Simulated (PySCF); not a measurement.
Two species compared at the same levels of theory.

First species: C3H17NSi4.
SMILES with atom numbers: `[CH3:1][CH2:2][Si:3]([SiH3:4])([SiH3:5])[CH2:6][NH:7][SiH3:8]` (hydrogens: H9, H10, H11 on C1; H12, H13 on C2; H14, H15, H16 on Si4; H17, H18, H19 on Si5; H20, H21 on C6; H22 on N7; H23, H24, H25 on Si8)

Second species: C8H8OSi.
InChI=1S/C8H8OSi/c1-8(2)10-7-5-3-4-6-9/h6H,1,10H2,2H3

Levels: PBE0/pcSseg-1 for dipole moment, HOMO energy, LUMO energy and HOMO–LUMO gap; GFN2-xTB for rotational constant A and rotational constant C. Geometries: GFN2-xTB. Each species is one conformer at its optimised geometry, gas phase, non-relativistic unless stated. Electronic properties by PySCF.

Dipoles, sizes and rotational constants follow the conformer. The torsions of the flexible species, by atom-mapped SMILES:
- `[CH3:1][CH2:2][Si:3]([SiH3:4])([SiH3:5])[CH2:6][NH:7][SiH3:8]`: C1–C2–Si3–Si4 -59°, C2–Si3–C6–N7 -67°, Si3–C6–N7–Si8 -142°
- `[CH2:1]=[C:2]([CH3:3])[SiH2:4][C:5]#[C:6][C:7]#[C:8][CH:9]=[O:10]`: C1–C2–Si4–C5 -4°

Values for the first species:

- Dipole moment: 1.57 D
- HOMO energy: -6.57 eV
- LUMO energy: -0.45 eV
- HOMO–LUMO gap: 6.12 eV
- Rotational constant A: 1.173 GHz
- Rotational constant C: 0.482 GHz

Estimate the same properties for the second species, and the change in each.

```
             property      first     second  second less first
        dipole moment     1.57 D     4.09 D            +2.52 D
          HOMO energy   -6.57 eV   -7.87 eV           -1.30 eV
          LUMO energy   -0.45 eV   -2.77 eV           -2.32 eV
        HOMO–LUMO gap    6.12 eV    5.10 eV           -1.02 eV
rotational constant A  1.173 GHz  3.742 GHz         +2.569 GHz
rotational constant C  0.482 GHz  0.294 GHz         -0.188 GHz
```

On the first: The dipole matches unit charges of opposite sign 0.33 Å apart (1 e·Å = 4.8032 D). A dipole of 1.57 D is allowed in C1, and pure rotational transitions are dipole-allowed.

On the second: The dipole matches unit charges of opposite sign 0.85 Å apart (1 e·Å = 4.8032 D). A dipole of 4.09 D is allowed in C1, and pure rotational transitions are dipole-allowed.
